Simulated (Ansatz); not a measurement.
System: C4H12Ti (charge 0, singlet). 
Structure (B3LYP-D3(BJ)/def2-TZVP (Ansatz, a first-principles code) minimum search):
SMILES: [CH3][Ti]([CH3])([CH3])[CH3]
```xyz
17

Ti    -0.0003     0.0000    -0.0001
C      1.7321    -0.3580    -1.0868
H      2.0590    -1.3929    -0.9434
H      2.5299     0.3141    -0.7546
H      1.5490    -0.1896    -2.1530
C      0.4997     0.5047     1.9506
H     -0.3304     0.2697     2.6247
H      0.7176     1.5755     2.0181
H      1.3838    -0.0568     2.2695
C     -1.0531     1.5630    -0.8712
H     -1.6796     2.0581    -0.1221
H     -1.6942     1.1839    -1.6736
H     -0.3576     2.2968    -1.2912
C     -1.1781    -1.7097     0.0076
H     -1.0784    -2.2394    -0.9454
H     -2.2293    -1.4418     0.1549
H     -0.8665    -2.3773     0.8174
```

Property: vertical electron affinity (to the doublet state of charge -1; a negative value means that the extra electron is unbound and the number depends on the basis; each state is the SCF solution reached for its spin), in eV. Cores are frozen in the correlated levels unless marked. Open shells are spin-unrestricted. No spin-orbit coupling. Frozen are the shells of the preceding noble gas and the d and f shells that filled before the atom's block. No relativistic terms. Anions need diffuse functions: def2-D sets add few. CBS marks a two-point X^-3 extrapolation of the correlation energy; Hartree-Fock from the larger set. [CCSD(T)-MP2]/basis is that difference in the basis named.

```csv
level,program,vertical electron affinity (eV)
HF/def2-SVPD,Ansatz,0.64
HF/def2-TZVPPD,Ansatz,0.53
HF/def2-QZVPPD,Ansatz,0.55
SVWN5/def2-TZVPD,Ansatz,0.00
PBE/def2-TZVPD,Ansatz,-0.09
r2SCAN/def2-TZVPD,Ansatz,-0.07
B3LYP/def2-TZVPD,Ansatz,0.20
BHLYP/def2-TZVPD,Ansatz,0.50
CAM-B3LYP/def2-TZVPD,Ansatz,0.39
wB97M-V/def2-TZVPD,Ansatz,0.36
wB97X-V/def2-TZVPD,Ansatz,0.31
B2PLYP/def2-TZVPD,Ansatz,0.11
MP2/def2-SVPD,Ansatz,0.09
MP2/def2-TZVPPD,Ansatz,0.16
"RI-MP2/CBS(def2-TZVPPD,def2-QZVPPD)",Ansatz,0.20
SCS-MP2/def2-TZVPPD,Ansatz,0.10
CCSD/def2-TZVPPD,Ansatz,0.46
CCSD(T)/def2-SVPD,Ansatz,0.19
CCSD(T)/def2-TZVPPD,Ansatz,0.28
"RI-MP2/CBS(def2-TZVPPD,def2-QZVPPD)+[CCSD(T)-MP2]/def2-SVPD",Ansatz,0.31
```
